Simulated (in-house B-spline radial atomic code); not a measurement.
How numerical settings move a run on In2+, [Kr] 4d10 5s1. Computed with an all-electron radial atomic-structure program (B-spline basis): Dirac-Kohn-Sham BLYP, spherical fractional occupations, Fermi nucleus of rms radius 4.6156 fm.

Command:
```bash
python run_scf.py task.json out
```
Settings of the sound reference run:
```
Z                49
electrons        47
configuration    [Kr] 4d10 5s1
hamiltonian      dirac
method           b88,lyp
spin_polarised   False
nucleus          fermi
rms_radius       4.6156
mass_number      115
atomic_mass      114.9039
speed_of_light   137.036
knot_spacing     0.22
spline_order     8
gauss_points     12
box_radius       22.22
max_iterations   70
damping          0.5
damped_steps     3
diis_vectors     10
tolerance        1e-08
start            Thomas-Fermi
```

Run time, properties included: 1.6 s on 1 thread of Arm Neoverse N1 (shared host).

It converges in 9 iterations to -5882.779952 hartree, with 5s1/2 at -23.8153 eV. The other runs change the listed settings, some to values that make no sense; their results aren't properties of the atom or ion. Radii are in bohr (the nuclear one in fm), a minus after a letter asks for a j subshell, and «unchanged» means within 1e-8 hartree. The run stops when the residual is below 10 × tolerance × max(1, Z/10), or a noise floor if that is larger, and the energy moves by less than 1e-8 × √|E| hartree; so very loose and very tight tolerances often act alike.

| changed settings | outcome |
| --- | --- |
| box_radius = 1.33 | converged in 8 iterations, energy +5.18e+01 hartree from the reference, 5s1/2 level +4.1e+02 eV (the program warns: 5s1/2 has a positive eigenvalue: unbound, held by the box; 4p1/2 has a positive eigenvalue: unbound, held by the box) |
| electrons = 55, configuration = [Kr] 4d10 5s1 7s2 7p6, max_iterations = 60 | converged in 14 iterations to -5881.9632 hartree, a different physical problem (warning: 7s1/2 has a positive eigenvalue: unbound, held by the box) |
| box_radius = 4.44 | converged in 9 iterations, energy +3.33e-02 hartree from the reference, 5s1/2 level +1.2e+00 eV (the program warns: 5s1/2 reaches the box edge; 4p1/2 reaches the box edge) |
| box_radius = 1.33, first_knot = 0.00204, max_iterations = 75, diis_vectors = 0 | converged in 16 iterations, energy +5.20e+01 hartree from the reference, 5s1/2 level +4.1e+02 eV (the program warns: 5s1/2 has a positive eigenvalue: unbound, held by the box; 4p1/2 has a positive eigenvalue: unbound, held by the box) |
| box_radius = 11.11 | converged in 9 iterations, energy unchanged, 5s1/2 level +1.6e-06 eV (the program warns: 5s1/2 reaches the box edge) |
| method = hf, speed_of_light = 53.90996 | converged in 11 iterations to -7329.0525 hartree, a different physical problem |
| box_radius = 2.22 | converged in 8 iterations, energy +3.68e+00 hartree from the reference, 5s1/2 level +5.5e+01 eV (the program warns: 5s1/2 has a positive eigenvalue: unbound, held by the box; 4s1/2 reaches the box edge) |
| diis_vectors = 2 | converged in 13 iterations, energy unchanged, 5s1/2 level -1.2e-05 eV |
| box_radius = 0.89 | converged in 8 iterations, energy +2.83e+02 hartree from the reference, 5s1/2 level +1.5e+03 eV (the program warns: 5s1/2 has a positive eigenvalue: unbound, held by the box; 4s1/2 has a positive eigenvalue: unbound, held by the box) |
| diis_vectors = 1 | not converged after 70 iterations, last residual 1.0e+00, last energy +4.31e+01 hartree from the reference |
| diis_vectors = 0 | converged in 18 iterations, energy unchanged, 5s1/2 level -9.0e-06 eV |
| knot_spacing = 0.3, max_iterations = 75, tolerance = 1e-05 | converged in 9 iterations, energy +2.61e-05 hartree from the reference, 5s1/2 level +5.9e-07 eV |

Q: What happens with tolerance = 1e-13?

A: Converged in 10 iterations, energy unchanged, 5s1/2 level -1.1e-05 eV.

Q: What happens with knot_spacing = 0.3, first_knot = 2.04e-06, max_iterations = 50, start = bare nucleus?

A: Converged in 11 iterations, energy +3.19e-05 hartree from the reference, 5s1/2 level -3.3e-05 eV.

Q: What happens with spline_order = 3, gauss_points = 16, first_knot = 0.00612, max_iterations = 75, diis_vectors = 20?

A: Converged in 10 iterations, energy -6.91e+04 hartree from the reference, 5s1/2 level +7.4e-01 eV.

Q: What happens with tolerance = 1e-06?

A: Converged in 9 iterations, energy unchanged.
